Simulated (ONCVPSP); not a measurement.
## Ne (Z = 10): variants of one ONCV potential

Base potential:

- Element: neon
- Generator: ONCVPSP 4.0.1
- Type: optimised norm-conserving Vanderbilt (ONCV)
- Functional: PBE
- Relativity: non-relativistic
- Frozen core: [He]
- Valence charge: 8
- Reference configuration: 2s2 2p4.5 (charge +1.5)
- Partial waves: 2s: rc 0.60 bohr, ncon 4, nbas 7, qcut 12.2 1/bohr, 1 projector; 2p: rc 1.25 bohr, ncon 5, nbas 9, qcut 9.9 1/bohr, 3 projectors, debl 1.5 Ha; d scattering state at 0.32 Ha: rc 0.95 bohr, ncon 4, nbas 7, qcut 11.2 1/bohr, 3 projectors, debl 2.7 Ha
- Local potential: polynomial inside 0.55 bohr (lpopt 5, dvloc0 0 Ha)
- Core correction: Teter function fitted to the true core (icmod 2), fcfact 0.5

In the p channel the program set the typed energies aside and used -1.585, 0.250, 1.750 Ha.

All-electron outer shells of the reference configuration (PBE, non-relativistic, ld1.x):

```csv
shell,level (eV),outermost node (bohr),outermost maximum (bohr)
1s,-865.64,–,0.10
2s,-66.38,0.22,0.67
2p,-43.14,–,0.59
```

Cutoffs, loose and tight: the cutoffs (Ha) at which the residual kinetic energy of the hardest occupied pseudo-wave falls to 1 and 0.1 mHa per electron. They do not see the model core or the augmentation charge, which bear on the density cutoff. Test errors are all-electron minus pseudo excitation energies from the reference, over the configurations 2s2 2p6; 2s2 2p5; 2s2 2p4; 2s2 2p5.5. A dash means not determined; rows that change the core or the reference have their own tests.

A true bound ghost makes a file unfit for plane-wave use even where its test errors are small: the radial tests pick states by their node count and pass the ghost by.

| change | outcome | cutoff, loose | cutoff, tight | bound ghosts | GHOST(+) flags above zero | largest test error (meV) |
| --- | --- | --- | --- | --- | --- | --- |
| base | generated, projector energies reset by the program | 74 Ha | 221 Ha | none | p, d | +93 |
| d: qcut 7.6 | generated, projector energies reset by the program | 74 Ha | 221 Ha | d | p | +93 |
| d: qcut 9.2 | generated, projector energies reset by the program | 74 Ha | 221 Ha | d | p | +93 |
| d: qcut 10.5 | generated, projector energies reset by the program | 74 Ha | 221 Ha | none | p, d | +93 |
| d: qcut 12.7 | generated, projector energies reset by the program | 74 Ha | 221 Ha | none | p | +93 |
| d: qcut 14.3 | generated, projector energies reset by the program | 74 Ha | 221 Ha | none | p | +93 |
| d: qcut 15.9 | generated, projector energies reset by the program | 74 Ha | 221 Ha | none | p | +93 |

Reading the sweep of the qcut of the d channel (base included, trends over the rows without a ghost): The loose cutoff stays near 74 Ha. The median size of the test errors (rows with all tests solved) stays near 41.2 meV. Bound ghosts are found at 7.6, 9.2 1/bohr.
